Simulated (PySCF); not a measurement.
An isoelectronic set: 65 electrons

PBE0 in PySCF with x2c-TZVPPall on every atom, spin-free X2C, for the lowest determinant that a PBE0 search found; no spin–orbit coupling. All have 65 electrons, 9 of them in the valence shells, and the same state, a doublet (σ ↑). For ions De leads to the atom and ion picked by measured ionisation energies and electron affinities.

```tsv
species	difference of nuclear charges	Re (Å)	ωe (cm⁻¹)	k (mdyn/Å)	De (eV)	dissociates to	Mayer bond order
GaSe	3	2.192	324	2.29	3.33	Ga + Se	1.92
CdCl	31	2.357	315	1.57	2.02	Cd + Cl	0.94
MgI	41	2.590	309	1.14	2.32	Mg + I	1.04
BaF	47	2.149	476	2.23	6.00	Ba + F	0.77
```

These are scalar-relativistic numbers at best; spin–orbit coupling would shift them, the dissociation energy most. States were picked by a PBE0 search and need not be the measured ground states.
